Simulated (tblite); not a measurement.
Compound: C₇H₁₀GaN.
SMILES with atom numbers: `[CH:1]#[C:2][Ga@H-:3]([CH2:4][CH:5]=[CH2:6])[N+:7]#[C:8][CH3:9]` (hydrogens: H10 on C1; H11 on Ga3; H12, H13 on C4; H14 on C5; H15, H16 on C6; H17, H18, H19 on C9)
Bond orders are those of one Lewis drawing.

Computed with GFN2-xTB (tblite), gas phase: L-BFGS steps from a force-field or distance-geometry start until the largest atomic force falls under 0.01 eV/Å.

Step 147: E = -654.3450 eV
```
atom  x, y, z in Å  |  force x, y, z in eV/Å
C1     -0.2740    3.2040    0.1385    0.023  -0.024  -0.053
C2     -0.1911    2.2924   -0.6517   -0.029   0.067   0.037
Ga3    -0.2806    0.7498   -1.8656    0.008   0.009   0.007
C4     -1.7979   -0.5563   -1.4598   -0.034   0.035   0.013
C5     -1.8866   -0.5942    0.0223   -0.008   0.008  -0.031
C6     -1.4683   -1.5896    0.7912    0.012   0.008  -0.008
N7      1.3024   -0.1913   -0.9178   -0.003  -0.005  -0.028
C8      1.9544   -0.3658    0.0099    0.019   0.020   0.030
C9      2.7973   -0.5765    1.1384   -0.011  -0.007  -0.002
H10    -0.3201    4.0147    0.8131    0.002   0.017   0.009
H11     0.3779    0.9683   -3.2562   -0.007  -0.021   0.029
H12    -1.6302   -1.5530   -1.8790    0.041  -0.036   0.014
H13    -2.7360   -0.1703   -1.8791   -0.007   0.001  -0.003
H14    -2.3005    0.2990    0.4835    0.012  -0.037   0.001
H15    -1.0628   -2.4984    0.3732    0.010  -0.005  -0.017
H16    -1.5340   -1.5473    1.8653   -0.012  -0.001   0.032
H17     3.0804   -1.6270    1.1994   -0.010  -0.005   0.016
H18     2.2668   -0.2859    2.0463   -0.012  -0.022  -0.046
H19     3.6929    0.0364    1.0356    0.004  -0.002   0.000
```

Step 148: E = -654.3460 eV
```
atom  x, y, z in Å  |  force x, y, z in eV/Å
C1     -0.2566    3.2024    0.1332    0.035  -0.032  -0.080
C2     -0.1845    2.2948   -0.6628   -0.030   0.092   0.062
Ga3    -0.2822    0.7543   -1.8776    0.002   0.005   0.016
C4     -1.7905   -0.5549   -1.4497   -0.045   0.027   0.008
C5     -1.8570   -0.5994    0.0335   -0.008   0.003  -0.022
C6     -1.4475   -1.6085    0.7895    0.020   0.033  -0.008
N7      1.3139   -0.1847   -0.9478    0.052  -0.019   0.062
C8      1.9427   -0.3592   -0.0031   -0.038   0.033  -0.066
C9      2.7580   -0.5686    1.1457   -0.022  -0.015  -0.010
H10    -0.2886    4.0143    0.8070   -0.006   0.017   0.019
H11     0.3540    0.9790   -3.2750    0.001  -0.022   0.012
H12    -1.6307   -1.5498   -1.8767    0.035  -0.035   0.021
H13    -2.7353   -0.1663   -1.8523    0.003   0.002  -0.001
H14    -2.2461    0.3003    0.5047    0.014  -0.049   0.003
H15    -1.0670   -2.5207    0.3571    0.015  -0.022  -0.019
H16    -1.4909   -1.5739    1.8654   -0.022   0.006   0.017
H17     3.0340   -1.6208    1.2173   -0.017   0.011   0.026
H18     2.2058   -0.2685    2.0373   -0.005  -0.036  -0.038
H19     3.6587    0.0392    1.0620    0.015   0.002  -0.003
```

**Question.** Estimate the geometry and energy of step 149. (The exact step hangs on the optimiser's Hessian estimate; all steps are aligned on step 148, rigid shifts and turns removed.)

**Answer.** E = -654.3467 eV, largest force 0.152 eV/Å
```
atom  x, y, z in Å  |  force x, y, z in eV/Å
C1     -0.2489    3.2059    0.1315    0.039   0.004  -0.061
C2     -0.1869    2.3032   -0.6701   -0.018   0.049   0.034
Ga3    -0.2825    0.7603   -1.8810   -0.013   0.003   0.039
C4     -1.7801   -0.5551   -1.4415   -0.014   0.018  -0.003
C5     -1.8388   -0.6029    0.0408   -0.010  -0.010  -0.021
C6     -1.4450   -1.6213    0.7922    0.027   0.044  -0.042
N7      1.3210   -0.1784   -0.9638   -0.073   0.029  -0.130
C8      1.9399   -0.3504   -0.0143    0.057  -0.007   0.082
C9      2.7377   -0.5640    1.1444    0.007  -0.024  -0.026
H10    -0.2706    4.0177    0.8052   -0.013   0.027   0.033
H11     0.3424    0.9813   -3.2790    0.018  -0.010  -0.030
H12    -1.6139   -1.5479   -1.8694    0.020  -0.058   0.005
H13    -2.7290   -0.1727   -1.8386   -0.016   0.007  -0.008
H14    -2.2095    0.3016    0.5135   -0.012  -0.003   0.041
H15    -1.0828   -2.5363    0.3529    0.030  -0.065  -0.028
H16    -1.4817   -1.5920    1.8672   -0.025   0.017   0.057
H17     3.0040   -1.6183    1.2184   -0.007   0.004   0.038
H18     2.1723   -0.2598    2.0241   -0.022  -0.028   0.021
H19     3.6430    0.0381    1.0752    0.026   0.003  -0.004
```

The energy changes by -0.0007 eV. The first-order estimate −F·Δx gives -0.0018 eV and the mean of the old and new forces, exact on a quadratic surface, -0.0007 eV. The step makes an angle of 85° with the force vector and moves no atom by more than 0.038 Å.

What follows is the cost of the whole relaxation. On one thread, Arm Neoverse V1 (aarch64), on a shared host, this took 2.1 s wall.
